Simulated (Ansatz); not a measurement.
This geometry of ClH + GaH2O2 (7 atoms, charge 0, multiplicity 2) is a first-order saddle point.

Method: UKS BHLYP/def2-mTZVP in Ansatz 0.2.0.

```xyz
7
Properties=species:S:1:pos:R:3
Ga 0.062 -0.190 -0.291
H 0.002 0.147 2.690
O 1.603 -0.043 -1.187
H 2.069 -0.845 -1.416
O -1.431 -0.490 -1.232
H -2.244 -0.522 -0.732
Cl -0.271 0.145 3.952
```

Question: Which two structures does it join? (They come from a converged band through this point; their orientation in space is the band's.)

Answer: No bond is made or broken.

First end point:

```xyz
7
Properties=species:S:1:pos:R:3
Ga 0.150 -0.316 -0.204
H 0.089 0.174 2.931
O 1.736 -0.372 -1.017
H 1.694 -0.526 -1.961
O -1.291 -0.554 -1.241
H -2.148 -0.527 -0.822
Cl -0.440 0.322 4.098
```

Last end point:

```xyz
7
Properties=species:S:1:pos:R:3
Ga -0.011 -0.348 -0.336
H -0.003 0.101 2.546
O 1.445 -0.442 -1.362
H 2.290 -0.331 -0.932
O -1.539 -0.562 -1.230
H -2.349 -0.521 -0.726
Cl -0.043 0.305 3.823
```

Question: How far does it lie above each of them?

Answer: 8.5 kJ/mol above the first and 12.3 kJ/mol above the second. This is the barrier of this one path; another mechanism may lie lower.

Time of the run: 7 min on 4 threads of Arm Neoverse V2 (shared host), peak memory 0.39 GiB.
